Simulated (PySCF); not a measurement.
Excitation energy of Al²⁺ by level of theory

Al²⁺ [Ne] 3s1 (2S) → Al²⁺ [Ne] 3p1 (2P), as a difference of total energies. Computed with PySCF 2.14 in aug-cc-pwCVDZ, with no relativity, point nucleus. Correlated levels: nothing frozen. The calculations carry no spin-orbit coupling.

| method | excitation energy (eV) |
| --- | --- |
| UHF | 6.537 |
| MP2 (all electrons) | 6.661 |
| SCS-MP2 (all electrons) | 6.637 |
| CCSD (all electrons) | 6.664 |
| CCSD(T) (all electrons) | 6.665 |

Question: How much does correlation contribute at CCSD(T) (all electrons)?

Answer: 6.665 − (6.537) = 0.128 eV, measured against UHF.

A first-order spin-orbit estimate (lowest level to lowest level, LS coupling) adds -0.015 eV.
